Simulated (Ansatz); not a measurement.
Relaxation of CH4BClFN (9 atoms, charge 0, multiplicity 1), to a largest force component of 0.02 eV/Å in at most 50 steps.

Level of theory: Ansatz 0.2.0, RKS CAM-B3LYP-D4/def2-SVP.

```xyz
9
Properties=species:S:1:pos:R:3:forces:R:3
C -1.018 -0.464 -0.045 -2.10 2.73 -0.72
N 0.204 -0.384 0.658 3.25 2.38 0.42
B 1.253 0.270 -0.224 3.03 -1.69 0.99
F 2.542 -0.472 -0.566 -4.72 2.69 0.92
Cl 1.180 2.050 -0.680 0.19 -1.99 0.20
H -1.428 0.624 -0.294 0.45 -1.84 0.05
H -0.947 -1.010 -0.990 0.10 -0.24 -0.07
H -1.790 -0.896 0.576 -0.49 -0.59 0.23
H 0.092 0.235 1.549 0.29 -1.46 -2.02
```

Q: Where does it end, and by what steps?

A: The forces met the threshold. After 16 steps the energy has fallen by 2.180 eV; Cl5 moved furthest, 1.67 Å.

| step | energy less start (eV) | largest force component (eV/Å) | accepted |
| --- | --- | --- | --- |
| 0 | 0.0000 | 4.717 | yes |
| 1 | -0.8056 | 2.602 | yes |
| 2 | -1.0784 | 1.988 | yes |
| 3 | -1.1975 | 1.474 | yes |
| 4 | -1.2491 | 0.844 | yes |
| 5 | -1.4311 | 0.615 | yes |
| 6 | -1.5937 | 0.658 | yes |
| 7 | -1.7616 | 0.692 | yes |
| 8 | -1.8854 | 0.700 | yes |
| 9 | -2.0089 | 1.004 | yes |
| 10 | -2.1283 | 0.400 | yes |
| 11 | -2.1683 | 0.239 | yes |
| 12 | -2.1791 | 0.110 | yes |
| 13 | -2.1801 | 0.037 | yes |
| 14 | -2.1803 | 0.024 | yes |
| 15 | -2.1803 | 0.034 | no |
| 16 | -2.1803 | 0.004 | yes |

```xyz
9
Properties=species:S:1:pos:R:3
C -1.036 -0.587 -0.027
N -0.007 0.355 0.358
B 1.257 0.447 -0.208
F 1.627 -0.368 -1.190
Cl 2.425 1.653 0.361
H -1.940 -0.077 -0.397
H -0.657 -1.229 -0.832
H -1.330 -1.236 0.814
H -0.250 0.996 1.104
```

Run time: 46 s on 2 threads of Intel(R) Xeon(R) 6975P-C (Granite Rapids) (shared host), peak memory 0.24 GiB.
